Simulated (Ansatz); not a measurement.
All values below come from frozen-core CCSD(T)/cc-pVTZ // B3LYP-D3(BJ)/def2-TZVP (Ansatz, a quantum-chemistry and plane-wave program).

Ansatz 0.2 input:
```yaml
crystal:
  periodic: [false, false, false]
  atoms:
    - { symbol: C, position_ang: [-1.484562, -0.0144, 0.264677] }
    - { symbol: C, position_ang: [-0.330368, -0.179911, -0.692513] }
    - { symbol: O, position_ang: [-0.4852, -0.452963, -1.856216] }
    - { symbol: Ge, position_ang: [1.545281, 0.084508, 0.04299] }
    - { symbol: H, position_ang: [-2.434557, -0.141353, -0.253846] }
    - { symbol: H, position_ang: [-1.439613, 0.972874, 0.7322] }
    - { symbol: H, position_ang: [-1.396306, -0.749399, 1.069492] }
    - { symbol: H, position_ang: [1.730097, -0.736226, 1.334294] }
    - { symbol: H, position_ang: [1.74498, 1.573121, 0.386229] }
    - { symbol: H, position_ang: [2.550249, -0.356253, -1.027308] }
basis:
  gaussian: { orbitals: cc-pVTZ }
correlation:
  method: ccsd_t
```

Output:

```
Functional definition: HF
1270 factors; integrals over basis functions are off by at most 9.4e-4 eV
mean field evaluation 1: about -60664.8840 eV, gradient 3.8e1 eV
mean field evaluation 2: about -60665.0448 eV, gradient 3.8e1 eV
mean field evaluation 4: about -60668.5209 eV, gradient 4.8e0 eV
mean field evaluation 8: about -60668.6198 eV, gradient 5.0e-1 eV
mean field evaluation 16: about -60668.6218 eV, gradient 1.5e-6 eV
mean field -60668.62177831 eV, -2229.5307276842 hartree, gradient 1.5e-6 eV, S^2 0.000000; 0 other end points of the search recorded, 0 dependent functions left out
12 core orbitals not correlated
reference -60668.62177831 eV, -2229.5307276842 hartree; 17, 17 occupied and 188, 188 virtual orbitals, 1270 factors
second order -20.97665023 eV of doubles, -0.00000000 eV of singles
cycle   1  -21.09917127 eV  change   -1.2e-1 eV  update   1.2e-1
cycle   2  -21.75523736 eV  change   -6.6e-1 eV  update   3.8e-2
cycle   3  -21.91093961 eV  change   -1.6e-1 eV  update   2.1e-2
cycle   4  -21.89734723 eV  change    1.4e-2 eV  update   5.3e-3
cycle   5  -21.89602627 eV  change    1.3e-3 eV  update   2.6e-3
cycle   6  -21.89699353 eV  change   -9.7e-4 eV  update   8.0e-4
cycle   7  -21.89663718 eV  change    3.6e-4 eV  update   3.6e-4
cycle   8  -21.89657404 eV  change    6.3e-5 eV  update   1.1e-4
cycle   9  -21.89662411 eV  change   -5.0e-5 eV  update   4.6e-5
cycle  10  -21.89662449 eV  change   -3.9e-7 eV  update   1.7e-5
perturbative correction -0.93881808 eV, -0.0345009279 hartree
Total energy: -60691.45722088 eV, -2230.3699147202 hartree
```

Cost: very roughly 110 core-seconds.
